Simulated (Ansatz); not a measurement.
Two isomers of BFH4O2Si: A = `B[Si](O)(O)F`, B = `OB(F)O[SiH3]`.

Gas-phase electronic energies from Ansatz, PBE0-D4/def2-TZVP geometries. CCSD(T)/CBS is the MP2 limit (def2-TZVPP, def2-QZVPP) plus CCSD(T) − MP2 in def2-TZVPP, frozen cores. DFT in def2-TZVPP. B3LYP here is the variant with VWN-RPA as its local correlation; programs differ in this. Each species was taken in one conformer, which may not be the lowest.

(1) Which is lower in electronic energy at CCSD(T)/CBS, and by how much? (Estimate.)

(2) Give E(B) − E(A) in kJ/mol with CCSD(T)/def2-SVP, MP2/def2-TZVPP, CCSD/def2-TZVPP, CCSD(T)/def2-TZVPP, HF/def2-TZVPP, ωB97M-V, B3LYP-D4. (Estimate.)

(3) Does the order hold for the free energy at 298.15 K (harmonic terms from PBE0-D4)? (Best estimate.)

Largest T1 diagnostic: 0.012.

Results:

(1) Ansatz gave: B, by 171.1 kJ/mol.

(2) The calculation gave: CCSD(T)/def2-SVP -256.2, MP2/def2-TZVPP -179.2, CCSD/def2-TZVPP -178.9, CCSD(T)/def2-TZVPP -179.1, HF/def2-TZVPP -190.0, ωB97M-V -180.7, B3LYP-D4 -181.9. None reverses the order clearly.

(3) Computed: Yes: G(B) − G(A) = -169.5 kJ/mol, for one conformer each.

At CCSD(T), def2-SVP lies −85.1 kJ/mol from the extrapolated value and def2-TZVPP −8.0 kJ/mol. From BLYP to BHLYP (50 % exact exchange), in def2-TZVPP and without D4, E(B) − E(A) moves by −4.7 kJ/mol.
